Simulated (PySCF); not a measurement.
CH3BFN.
SMILES with atom numbers: `[CH:1]#[N+:2][BH2-:3][F:4]` (hydrogens: H5 on C1; H6, H7 on B3)

The closed-shell ground state was solved at several levels (PySCF, density fitting, gas phase, non-relativistic). Isolated species at its PBE0-D3(BJ)/def2-SVP geometry, gas phase.

```tsv
level	basis functions	HOMO (eV)	LUMO (eV)	gap (eV)	dipole (D)
PBE/pcSseg-2	186	-6.28	-2.64	3.64	6.27
PBE0/6-311+G(2d,p)	126	-7.67	-1.62	6.05	6.67
B97-2/pcSseg-2	186	-7.41	-1.66	5.75	6.66
CAM-B3LYP/pcSseg-2	186	-9.07	-0.47	8.60	6.90
BHandHLYP/pcJ-1	138	-8.97	-0.32	8.65	7.15
B3LYP/def2-SVPD	107	-7.50	-1.91	5.59	6.65
B3LYP/pcJ-2	276	-7.48	-1.88	5.60	6.67
KT2/pcSseg-2	186	-6.37	-2.57	3.80	6.29
B3LYP/6-31G*	62	-7.07	-1.34	5.73	6.51
PBE0/pcSseg-2	186	-7.65	-1.59	6.06	6.69
PBE0/6-31G	42	-7.39	-1.30	6.09	6.83
```

Problem. Estimate the row for B3LYP/pcSseg-2, a basis of 186 functions; the other rows only guide the guess.

Solution. HOMO -7.48 eV, LUMO -1.88 eV, gap 5.60 eV, dipole 6.67 D.

Problem. Over all these levels, which gives the widest orbital gap and which the narrowest?

Solution. BHandHLYP/pcJ-1 (global hybrid, 50 % exact exchange) has the widest, 8.65 eV, and PBE/pcSseg-2 (GGA) the narrowest, 3.64 eV. Functional and basis both differ between the two, so the spread mixes both effects.

Problem. How much does the basis alone move the frontier levels among the 4 B3LYP rows (the withheld one included)?

Solution. The HOMO by 0.43 eV and the LUMO by 0.57 eV. By rising basis size (HOMO, LUMO in eV): 6-31G* -7.07, -1.34; def2-SVPD -7.50, -1.91; pcSseg-2 -7.48, -1.88; pcJ-2 -7.48, -1.88.

Problem. In the pcSseg-2 basis, how does the gap go with the fixed share of exact exchange?

Solution. PBE (0 %) 3.64 eV; KT2 (0 %) 3.80 eV; B3LYP (20 %) 5.60 eV; B97-2 (21 %) 5.75 eV; PBE0 (25 %) 6.06 eV. Each rise in the share widens the gap here.

Problem. How far do the dipole and the HOMO energy spread over the levels?

Solution. The dipole runs from 6.27 to 7.15 D (mean 6.66 D) and the HOMO from -9.07 to -6.28 eV.
